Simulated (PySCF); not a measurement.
Species: C2H6BNO3.
SMILES with atom numbers: `[CH3:1][C:2](=[O:3])[NH:4][B:5]([OH:6])[OH:7]` (hydrogens: H8, H9, H10 on C1; H11 on N4; H12 on O6; H13 on O7)

Computed, not measured: PBE0-D3(BJ)/def2-SVP geometry optimisation, gas phase in PySCF.

(1) List the bond lengths, angles and torsions at this level.

Answers

(1) 
| bond | length (bohr) |
| --- | --- |
| C1–C2 | 2.847 |
| C2=O3 | 2.312 |
| C2–N4 | 2.580 |
| N4–B5 | 2.763 |
| B5–O6 | 2.571 |
| B5–O7 | 2.544 |
| C1–H8, C1–H9, C1–H10 | 2.077 |
| N4–H11 | 1.913 |
| O6–H12 | 1.819 |
| O7–H13 | 1.857 |

Bonds in one row agree within 0.02 bohr and their mean is given. A selection of angles:
| angle | degrees |
| --- | --- |
| C2–C1–H8 | 109.1 |
| C2–C1–H10 | 110.9 |
| H8–C1–H9 | 109.3 |
| H9–C1–H10 | 107.8 |
| C1–C2–O3 | 121.8 |
| C1–C2–N4 | 116.2 |
| O3–C2–N4 | 122.0 |
| C2–N4–B5 | 123.7 |
| C2–N4–H11 | 117.4 |
| B5–N4–H11 | 118.9 |
| N4–B5–O6 | 116.0 |
| N4–B5–O7 | 120.8 |
| O6–B5–O7 | 123.2 |
| B5–O6–H12 | 110.9 |
| B5–O7–H13 | 107.7 |

Torsions: C1–C2–N4–B5 180° (antiperiplanar); C2–N4–B5–O6 180° (antiperiplanar); H12–O6–B5–N4 180° (antiperiplanar); H13–O7–B5–N4 -1° (synperiplanar). The mirror-image conformer, all signs reversed, is as good.

B5 (three-coordinate boron) is planar (angles 123.2°, 120.8° and 116.0°, sum 360.0°, 0.00 Å off the plane of its three neighbours). Of the pairs four or more bonds apart, those above aside, C2···H13 is among the closest relative to their van der Waals radii: 2.38 Å, 82 % of the sum of Bondi's values. H13 on O7 lies 1.79 Å from O3, 5 bonds away (angle at H 143°; Bondi radii sum to 2.72 Å): the geometry of an intramolecular hydrogen bond. The 7 heavy atoms lie in one plane (0.005 Å rms). N4 (amide nitrogen) is planar (angles 123.7°, 118.9° and 117.4°, sum 360.0°, 0.00 Å off the plane of its three neighbours).

Point group: near Cs, missed by 0.15 Å at most; the miss may be what the optimiser left on a soft mode. PBE0-D3(BJ)/def2-SVP frequencies: not computed here. One conformer, not necessarily the lowest (C1–C2–N4–B5 180°, N4–B5–O6–H 180°, N4–B5–O7–H -1°).
